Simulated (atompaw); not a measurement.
Reading a pseudo-wave (vanadium (V))

Columns: radius, all-electron u(r) and pseudo u(r) of the 3s shell (level -69.83 eV) of vanadium in the configuration [Ne] 3s2 3p6 3d3 4s2 4p0; LDA (PW92), scalar-relativistic, PAW (atompaw) scheme, atompaw 4.2.0.5.

| r (bohr) | all-electron | pseudo |
| --- | --- | --- |
| 0.094 | -0.0602 | 0.2129 |
| 0.188 | -0.5866 | 0.4170 |
| 0.283 | -0.4539 | 0.6059 |
| 0.377 | -0.0147 | 0.7683 |
| 0.471 | 0.4442 | 0.9005 |
| 0.565 | 0.7986 | 0.9986 |
| 0.660 | 1.0222 | 1.0610 |
| 0.754 | 1.1255 | 1.0865 |
| 0.848 | 1.1406 | 1.0780 |
| 0.942 | 1.0963 | 1.0397 |
| 1.037 | 1.0153 | 0.9759 |
| 1.131 | 0.9170 | 0.8948 |
| 1.225 | 0.8123 | 0.8026 |
| 1.319 | 0.7092 | 0.7063 |
| 1.413 | 0.6122 | 0.6117 |
| 1.508 | 0.5227 | 0.5227 |
| 1.602 | 0.4439 | 0.4439 |
| 1.696 | 0.3746 | 0.3746 |
| 1.790 | 0.3146 | 0.3146 |
| 1.885 | 0.2627 | 0.2627 |
| 1.979 | 0.2189 | 0.2189 |
| 2.073 | 0.1820 | 0.1820 |
| 2.167 | 0.1509 | 0.1509 |
| 2.262 | 0.1246 | 0.1246 |
| 2.356 | 0.1028 | 0.1028 |
| 2.450 | 0.0848 | 0.0848 |

(1) How many radial nodes do the two functions have?

(2) At about which radius was the pseudo-wave matched?

(3) Is the pseudo-wave norm-conserving?

Results:

(1) The all-electron 3s function has n − l − 1 = 2 (the table is too coarse to show those close to the nucleus); the pseudo-wave has 0, since the states of the same l below it are removed with the core.

(2) 1.55 bohr. The columns agree to 0.0005 from 1.41 bohr on; several derivatives are matched, so the curves merge somewhat inside the radius.

(3) No, it belongs to a PAW set: the norm inside the radius is not constrained, and the difference is carried by the augmentation charge.
